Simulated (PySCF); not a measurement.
## Correlation energy of Kr(2+) (krypton, charge +2)

[Ar] 3d10 4s2 4p4, high-spin 3P determinant. Calculation: PySCF 2.14, in aug-cc-pVTZ-PP with ECP10MDF (6s5p4d2f, 55 functions); scalar relativity through the core potential. Frozen: 3s2 3p6 3d10; 6 electrons correlated.

```tsv
level	correlation energy (mhartree)
CCSD	-129.57
(T)	-3.08
CCSD(T)	-132.65
```

Diagnostics: T1 = 0.0064, D1 = 0.0203, largest double amplitude 0.037.

Q: Is a single reference adequate?

A: Yes, within this model without spin-orbit coupling: T1 lies below 0.03 and no double amplitude reaches 0.07.
